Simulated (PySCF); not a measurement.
**2 GeF₃ → GeF₂ + GeF₄**

Level: PBE0 in the def2-TZVP basis family, all electrons, no relativity, computed in PySCF with density fitting; open shells unrestricted.

```csv
species,state and structure,E (Eh),ZPE (kJ/mol),H(298 K) − H(0) (kJ/mol),S° (J/(mol K))
GeF₃,"doublet, C3v, Ge–F 1.721 Å (×3); F–Ge–F 106.5° (×3)",-2376.19872,17.0,14.8,300.1
GeF₂,"singlet, C2v, Ge–F 1.745 Å (×2); F–Ge–F 97.1°",-2276.40758,9.7,11.8,271.2
GeF₄,"singlet, Td, Ge–F 1.692 Å (×4)",-2476.07114,25.9,17.4,303.0
```

Q: What is the electronic reaction energy?

A: At PBE0/def2-TZVP, ΔE = -213.4 kJ/mol from the differences of the total energies times 2625.5, downhill. The bond broken in GeF₃ is weaker than the one that a second molecule gains.

Q: Add zero-point, thermal and entropy terms for 298.15 K and 1 bar.

A: ΔZPE = 1.6 and Δ[H(298) − H(0)] = -0.4 kJ/mol give ΔH° = -212.2 kJ/mol. ΔS° = -26.0 J/(mol K), so ΔG° = -212.2 − 298.15 × (-0.0260) = -204 kJ/mol.

Only the bonding shown was studied: isomers, or loss of a ligand pair, can lie lower.
